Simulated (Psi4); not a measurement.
C2H8ClNO2Si (SMILES CN(C)[Si](O)(O)Cl), singlet, at a GFN2-xTB geometry, atoms displaced at random by about 0.08 Å a coordinate; TPSS/STO-3G, gradient (Psi4).

Input for Psi4:
```
memory 2 GB

molecule {
0 1
  C    -0.97602829    0.95648295    1.92439260
  N    -0.64454560   -0.20672823    1.31963350
  C    -1.71714561   -1.15025377    1.10476630
  Si    0.54348374    0.06578709   -0.11931552
  O     1.66127991    0.90753329    0.33833413
  O     1.01298211   -1.72807557   -0.44653180
  Cl   -0.04451484    0.47693603   -1.83987779
  H    -1.17682042    0.62928459    2.80367150
  H    -0.00836159    1.78222453    2.11587553
  H    -1.84096478    1.53287370    1.49177698
  H    -2.60766168   -0.72487422    0.67690375
  H    -1.78235862   -1.29417690    2.20934494
  H    -1.51204453   -2.00349015    0.49558749
  H     2.41619196    1.35860605   -0.23330012
  H     1.47611375   -2.27371862    0.18068044
symmetry c1
no_reorient
no_com
}

set basis sto-3g

gradient('tpss')
print_variables()
```

What the program printed (banner, timings and long lists left out):

```
gradient() will perform analytic gradient computation.

   => Loading Basis Set <=

    Name: STO-3G
    Role: ORBITAL
    Keyword: BASIS

         ---------------------------------------------------------
                                   SCF
               by Justin Turney, Rob Parrish, Andy Simmonett
                          and Daniel G. A. Smith
                              RKS Reference
         ---------------------------------------------------------

  ==> Geometry <==

    Molecular point group: c1
    Full point group: C1

    Geometry (in Angstrom), charge = 0, multiplicity = 1:

       Center              X                  Y                   Z               Mass
    ------------   -----------------  -----------------  -----------------  -----------------
         C           -0.976028290000     0.956482950000     1.924392600000    12.000000000000
         N           -0.644545600000    -0.206728230000     1.319633500000    14.003074004430
         C           -1.717145610000    -1.150253770000     1.104766300000    12.000000000000
         SI           0.543483740000     0.065787090000    -0.119315520000    27.976926534650
         O            1.661279910000     0.907533290000     0.338334130000    15.994914619570
         O            1.012982110000    -1.728075570000    -0.446531800000    15.994914619570
         CL          -0.044514840000     0.476936030000    -1.839877790000    34.968852682000
         H           -1.176820420000     0.629284590000     2.803671500000     1.007825032230
         H           -0.008361590000     1.782224530000     2.115875530000     1.007825032230
         H           -1.840964780000     1.532873700000     1.491776980000     1.007825032230
         H           -2.607661680000    -0.724874220000     0.676903750000     1.007825032230
         H           -1.782358620000    -1.294176900000     2.209344940000     1.007825032230
         H           -1.512044530000    -2.003490150000     0.495587490000     1.007825032230
         H            2.416191960000     1.358606050000    -0.233300120000     1.007825032230
         H            1.476113750000    -2.273718620000     0.180680440000     1.007825032230

  Running in c1 symmetry.

  Rotational constants: A =      0.07554  B =      0.04562  C =      0.04348 [cm^-1]
  Rotational constants: A =   2264.58789  B =   1367.51363  C =   1303.63030 [MHz]
  Nuclear repulsion =  507.032880177671245

  Charge       = 0
  Multiplicity = 1
  Electrons    = 74
  Nalpha       = 37
  Nbeta        = 37

  ==> Algorithm <==

  SCF Algorithm Type is DF.
  DIIS enabled.
  MOM disabled.
  Fractional occupation disabled.
  Guess Type is SAD.
  Energy threshold   = 1.00e-08
  Density threshold  = 1.00e-08
  Integral threshold = 1.00e-12

  ==> Primary Basis <==

  Basis Set: STO-3G
    Blend: STO-3G
    Number of shells: 33
    Number of basis functions: 51
    Number of Cartesian functions: 51
    Spherical Harmonics?: true
    Max angular momentum: 1

  ==> DFT Potential <==

   => LibXC <=

    Version 7.1.2
    S. Lehtola, C. Steigemann, M. J. T. Oliveira, and M. A. L. Marques,  SoftwareX 7, 1–5 (2018) (10.1016/j.softx.2017.11.002)

   => Composite Functional: TPSS <=

    TPSS Meta-GGA XC Functional

    J. Tao, et al., Phys. Rev. Lett., 91, 146401, 2003

    Deriv               =              1
    GGA                 =           TRUE
    Meta                =           TRUE

    Exchange Hybrid     =          FALSE
    MP2 Hybrid          =          FALSE

   => Exchange Functionals <=

    1.0000   XC_MGGA_X_TPSS

   => Correlation Functionals <=

    1.0000   XC_MGGA_C_TPSS

   => LibXC Density Thresholds  <==

    XC_MGGA_C_TPSS:  1.00E-15
    XC_MGGA_X_TPSS:  1.00E-15

   => Molecular Quadrature <=

    Radial Scheme          =       TREUTLER
    Pruning Scheme         =           NONE
    Nuclear Scheme         =       TREUTLER

    Blocking Scheme        =         OCTREE
    BS radius alpha        =              1
    Pruning alpha          =              1
    Radial Points          =             75
    Spherical Points       =            302
    Total Points           =         314327
    Total Blocks           =           2351
    Max Points             =            256
    Max Functions          =             47
    Weights Tolerance      =       1.00E-15

   => Loading Basis Set <=

    Name: (STO-3G AUX)
    Role: JKFIT
    Keyword: DF_BASIS_SCF

  ==> Integral Setup <==

  SCF_SUBTYPE=INCORE selected. In-core MEM_DF algorithm will be used.
  Using in-core AOs.

  ==> MemDFJK: Density-Fitted J/K Matrices <==

    J tasked:                   Yes
    K tasked:                    No
    wK tasked:                   No
    Algorithm:                 Core
    Schwarz Cutoff:           1E-12
    Mask sparsity (%):       3.9216
    Fitting Condition:        1E-10

   => Auxiliary Basis Set <=

  Basis Set: (STO-3G AUX)
    Blend: DEF2-UNIVERSAL-JKFIT
    Number of shells: 249
    Number of basis functions: 781
    Number of Cartesian functions: 927
    Spherical Harmonics?: true
    Max angular momentum: 4

  Minimum eigenvalue in the overlap matrix is 1.8749793912E-01.
  Reciprocal condition number of the overlap matrix is 7.4262785568E-02.
    Using symmetric orthogonalization.

  ==> Pre-Iterations <==

  SCF Guess: Superposition of Atomic Densities via on-the-fly atomic UHF (no occupation information).

   -------------------------
    Irrep   Nso     Nmo
   -------------------------
     A         51      51
   -------------------------
    Total      51      51
   -------------------------

  ==> Iterations <==

                           Total Energy        Delta E     RMS |[F,P]|

   @DF-RKS iter SAD: -1021.57556593972424   -1.02158e+03   0.00000e+00
   @DF-RKS iter   1: -1023.62477725258395   -2.04921e+00   8.95975e-03 DIIS/ADIIS
   @DF-RKS iter   2: -1023.32810910225692    2.96668e-01   1.60254e-02 DIIS/ADIIS
[...]
  @DF-RKS Final Energy: -1023.78317279819976
    Total Energy =                      -1023.7831727981997574
[...]
 Dipole X            :         -4.2832385            4.7986717            0.5154333
 Dipole Y            :          2.6956813           -2.1512643            0.5444170
 Dipole Z            :         -5.7136641            6.3098094            0.5961453
 Magnitude           :                                                    0.9578364

 ------------------------------------------------------------------------------------

         ------------------------------------------------------------
                                   SCF GRAD
                          Rob Parrish, Justin Turney,
                       Andy Simmonett, and Alex Sokolov
         ------------------------------------------------------------

  ==> Geometry <==

    Molecular point group: c1
    Full point group: C1

    Geometry (in Angstrom), charge = 0, multiplicity = 1:

       Center              X                  Y                   Z               Mass
    ------------   -----------------  -----------------  -----------------  -----------------
         C           -0.976028290000     0.956482950000     1.924392600000    12.000000000000
         N           -0.644545600000    -0.206728230000     1.319633500000    14.003074004430
         C           -1.717145610000    -1.150253770000     1.104766300000    12.000000000000
         SI           0.543483740000     0.065787090000    -0.119315520000    27.976926534650
         O            1.661279910000     0.907533290000     0.338334130000    15.994914619570
         O            1.012982110000    -1.728075570000    -0.446531800000    15.994914619570
         CL          -0.044514840000     0.476936030000    -1.839877790000    34.968852682000
         H           -1.176820420000     0.629284590000     2.803671500000     1.007825032230
         H           -0.008361590000     1.782224530000     2.115875530000     1.007825032230
         H           -1.840964780000     1.532873700000     1.491776980000     1.007825032230
         H           -2.607661680000    -0.724874220000     0.676903750000     1.007825032230
         H           -1.782358620000    -1.294176900000     2.209344940000     1.007825032230
         H           -1.512044530000    -2.003490150000     0.495587490000     1.007825032230
         H            2.416191960000     1.358606050000    -0.233300120000     1.007825032230
         H            1.476113750000    -2.273718620000     0.180680440000     1.007825032230

  Nuclear repulsion =  507.032880177671245

  ==> Basis Set <==

  Basis Set: STO-3G
    Blend: STO-3G
    Number of shells: 33
    Number of basis functions: 51
    Number of Cartesian functions: 51
    Spherical Harmonics?: true
    Max angular momentum: 1

  ==> DFJKGrad: Density-Fitted SCF Gradients <==

    Gradient:                    1
    J tasked:                  Yes
    K tasked:                   No
    wK tasked:                  No
    Integrals threads:           1
    Schwarz Cutoff:          1E-12
    Fitting Condition:       1E-10

   => Auxiliary Basis Set <=

  Basis Set: (STO-3G AUX)
    Blend: DEF2-UNIVERSAL-JKFIT
    Number of shells: 249
    Number of basis functions: 781
    Number of Cartesian functions: 927
    Spherical Harmonics?: true
    Max angular momentum: 4

  ==> DFT Potential <==

   => LibXC <=

    Version 7.1.2
    S. Lehtola, C. Steigemann, M. J. T. Oliveira, and M. A. L. Marques,  SoftwareX 7, 1–5 (2018) (10.1016/j.softx.2017.11.002)

   => Composite Functional: TPSS <=

    TPSS Meta-GGA XC Functional

    J. Tao, et al., Phys. Rev. Lett., 91, 146401, 2003

    Deriv               =              1
    GGA                 =           TRUE
    Meta                =           TRUE

    Exchange Hybrid     =          FALSE
    MP2 Hybrid          =          FALSE

   => Exchange Functionals <=

    1.0000   XC_MGGA_X_TPSS

   => Correlation Functionals <=

    1.0000   XC_MGGA_C_TPSS

   => LibXC Density Thresholds  <==

    XC_MGGA_C_TPSS:  1.00E-15
    XC_MGGA_X_TPSS:  1.00E-15

   => Molecular Quadrature <=

    Radial Scheme          =       TREUTLER
    Pruning Scheme         =           NONE
    Nuclear Scheme         =       TREUTLER

    Blocking Scheme        =         OCTREE
    BS radius alpha        =              1
    Pruning alpha          =              1
    Radial Points          =             75
    Spherical Points       =            302
    Total Points           =         314327
    Total Blocks           =           2351
    Max Points             =            256
    Max Functions          =             47
    Weights Tolerance      =       1.00E-15

  -Total Gradient:
     Atom            X                  Y                   Z
    ------   -----------------  -----------------  -----------------
       1       -0.047894460627    -0.187080532592     0.052375075592
       2       -0.145714821050     0.043991405359     0.155350907127
       3        0.011849359487    -0.011475051368    -0.056977995740
       4        0.074538110681     0.252264001047    -0.108011539016
       5       -0.172569801918    -0.133841158612    -0.057474343670
       6        0.066992195431    -0.097653652824     0.090109524769
       7        0.061603881022    -0.040922517470     0.156508260587
       8        0.056256269342     0.027548058674    -0.170904027442
       9        0.059737925869     0.057182992951     0.021551581280
      10       -0.003041341676    -0.003931477011    -0.003479844025
      11        0.031342617661    -0.017199188019     0.005354637866
      12        0.039585395306     0.036191572183     0.008505433826
      13       -0.023666921084     0.029065302287     0.007364522492
      14        0.034711929981     0.020220222611    -0.017757187776
      15       -0.043421754543     0.025601396042    -0.082980562813

  Variable Map:
  ----------------------------------------------------------------------------
[...]
  Array Variable Map:
  ----------------------------------------------------------------------------
[...]
[...]
```
